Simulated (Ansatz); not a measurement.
**SiF3 (trifluorosilyl): methods side by side**

The species is SiF3 (4 atoms), meant as a doublet with charge 0. As SMILES, `F[Si](F)F`. The shape is that of a GFN2-xTB optimisation.

Each level gives the vertical electron affinity (to the singlet anion) (eV). The values are calculated.

The electron affinity is E(neutral) − E(anion): positive where the electron is bound.

```tsv
level	kind	program	value (eV)	less FCI/STO-3G	CPU time (all runs)
U-r2SCAN/STO-3G	meta-GGA	Ansatz	-4.73	+0.48	2.9 s
UBHLYP/STO-3G	global hybrid	Ansatz	-4.17	+1.04	1.3 s
U-wB97M-V/STO-3G	range-separated hybrid	Ansatz	-4.51	+0.70	15 s
U-wB97X/STO-3G	range-separated hybrid	Ansatz	-4.40	+0.81	5.4 s
UHSE06/STO-3G	range-separated hybrid	Ansatz	-4.49	+0.72	1.5 s
UB2PLYP/STO-3G	double hybrid	Ansatz	-4.66	+0.55	1.5 s
UBCCD(T)/STO-3G	coupled cluster or CI	Ansatz	-5.19	+0.02	0.36 s
UCCSDT/STO-3G	coupled cluster or CI	Ansatz	-5.21	0.00	1.1 s
FCI/STO-3G	exact in the basis	Ansatz	-5.21	0.00	2.8 s
```

FCI/STO-3G is exact within its basis and frozen core, so for wave-function methods in that basis the difference is their error; functionals converge differently with the basis, so for them it is only a difference. The values span -5.21 to -4.17 eV. All rows use very small basis sets, so even the best lies far from the true value. Negative values mean that the anion is unbound at that level; they are set by how diffuse the basis is and aren't properties of the molecule. CPU times are rough (shared hosts, several kinds of processor): they show what a rung costs within a factor of a few.
